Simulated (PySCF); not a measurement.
State search for AlCu⁺

Unrestricted PBE0; Al def2-TZVPPD, Cu def2-TZVPPD; no relativity (PySCF 2.14). Outer shells of the fragments: Al+ 3s2; Cu 3d10 4s1.

Followed along the bond (rough minima from three points):

| 2Ms+1 | unpaired | ⟨S²⟩ at the start | R at minimum (Å) | Te (eV) |
| --- | --- | --- | --- | --- |
| 2 | σ ↑ | 0.76 | 2.46 | 0.00 |
| 4 | σ ↑↑, π ↑ | 3.76 | 2.45 | 3.79 |

Solutions found at the starting distance of 2.430 Å, counted from the lowest of them; the search is not exhaustive and high or unbound solutions are not listed, so other states can lie among these:

```json
{"2Ms+1": "2", "unpaired": "σ ↑", "term": "²Σ⁺", "E (eV)": "0.00", "⟨S²⟩": "0.76", "⟨Lz²⟩": "0.00", "μ (D)": "-2.88"}
{"2Ms+1": "2", "unpaired": "π ↑", "term": "²Π", "E (eV)": "1.86", "⟨S²⟩": "0.77", "⟨Lz²⟩": "1.01", "μ (D)": "-1.74"}
{"2Ms+1": "2", "unpaired": "δ ↑", "term": "²Δ", "E (eV)": "2.81", "⟨S²⟩": "0.75", "⟨Lz²⟩": "4.00", "μ (D)": "-2.30"}
{"2Ms+1": "2", "unpaired": "π ↑", "term": "²Π", "E (eV)": "2.92", "⟨S²⟩": "0.75", "⟨Lz²⟩": "1.00", "μ (D)": "-2.25"}
{"2Ms+1": "4", "unpaired": "σ ↑↑, π ↑", "term": "⁴Π", "E (eV)": "3.79", "⟨S²⟩": "3.76", "⟨Lz²⟩": "1.03", "μ (D)": "-1.65"}
{"2Ms+1": "2", "unpaired": "σ ↑↑, π ↓", "term": "mixed", "E (eV)": "4.45", "⟨S²⟩": "1.77", "⟨Lz²⟩": "1.01", "μ (D)": "-1.52"}
{"2Ms+1": "4", "unpaired": "σ ↑, π ↑, δ ↑", "term": "mixed", "E (eV)": "4.48", "⟨S²⟩": "3.77", "⟨Lz²⟩": "4.97", "μ (D)": "-1.65"}
{"2Ms+1": "4", "unpaired": "σ ↑, π ↑, δ ↑", "term": "mixed", "E (eV)": "4.50", "⟨S²⟩": "3.77", "⟨Lz²⟩": "5.01", "μ (D)": "-1.68"}
```

A term symbol is given only where ⟨S²⟩ and ⟨Lz²⟩ are close to those of a pure state; real π, δ and φ orbitals otherwise mix terms. A positive dipole points towards Cu; it is taken about the centre of mass and depends on that origin.

Counting both spins, an empty level lies below a filled one in some of these solutions, because spin and occupation are held. With d or f electrons several states lie close, and the lowest PBE0 determinant need not be the measured ground state.
